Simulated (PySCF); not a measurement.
Correlation energy of Ti²⁺ (titanium, charge +2)

[Ar] 3d2, high-spin 3F determinant. All numbers are calculated (PySCF 2.14, the non-relativistic Hamiltonian (point nucleus), in def2-TZVPPD (6s6p4d2f1g, 67 functions)). Frozen: [Ne]; 10 electrons correlated.

```csv
level,correlation energy (mhartree)
CCSD,-253.18
(T),-4.67
CCSD(T),-257.85
```

Diagnostics: T1 = 0.0052, D1 = 0.0135, largest double amplitude 0.024.

Is a single reference adequate?

Yes: T1 lies below 0.03 and no double amplitude reaches 0.07.

This basis was not built for core-valence correlation, so the inner-shell part is incomplete.
